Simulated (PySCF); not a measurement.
Predicted microwave data (PBE0/pcSseg-1 in PySCF (dipole) on a GFN2-xTB geometry, gas phase) for one isomer of C6H9FSSi:

| Property | Result |
| --- | --- |
| Rotational constants | A = 1839, B = 1015, C = 778.6 MHz |
| Dipole components | \|μa\| = 1.75 D, \|μb\| = 1.12 D, \|μc\| = 1.83 D |
| Inertial defect | -123.81 u·Å² |
| κ | -0.55 |

Problem. Which candidate fits, each taken in the one conformer that was computed?
A. `[CH:1]#[C:2][C@@H:3]1[CH2:4][S:5][CH2:6][C@H:7]([F:8])[SiH2:9]1` with C2–C3–C4–S5 174°, C3–C4–S5–C6 71°, C4–S5–C6–C7 -71°, S5–C6–C7–F8 -175°
B. `[CH3:1][C:2]#[C:3][C@@:4]1([F:5])[CH2:6][SiH2:7][S:8][CH2:9]1` with C3–C4–C6–Si7 75°, C4–C6–Si7–S8 24°, C6–Si7–S8–C9 2°, Si7–S8–C9–C4 -28°
C. `[CH:1]#[C:2][C@@:3]1([F:4])[CH2:5][S:6][SiH2:7][C@@H:8]1[CH3:9]` with C2–C3–C5–S6 168°, C3–C5–S6–Si7 -15°, C5–S6–Si7–C8 -11°, S6–Si7–C8–C9 157°

Solution. C. It is C#C[C@@]1(F)CS[SiH2][C@@H]1C, an asymmetric top, point group C1. The candidates at the same level (rigid rotor, commonest isotopes):

| SMILES | A (MHz) | B (MHz) | C (MHz) | μa (D) | μb (D) | μc (D) | Δ (u·Å²) | point group | rotor |
| --- | --- | --- | --- | --- | --- | --- | --- | --- | --- |
| CC#C[C@@]1(F)C[SiH2]SC1 | 1448 | 881.0 | 753.8 | 0.92 | 1.07 | 1.44 | -252.25 | C1 | asymmetric top |
| C#C[C@@H]1CSC[C@H](F)[SiH2]1 | 1687 | 894.0 | 616.6 | 1.13 | 0.16 | 0.12 | -45.24 | C1 | asymmetric top |
| C#C[C@@]1(F)CS[SiH2][C@@H]1C | 1839 | 1015 | 778.6 | 1.75 | 1.12 | 1.83 | -123.81 | C1 | asymmetric top |

`C#C[C@@H]1CSC[C@H](F)[SiH2]1` has C 21 % too low; `CC#C[C@@]1(F)C[SiH2]SC1` has A 21 % too low. No structure here is proved a minimum.
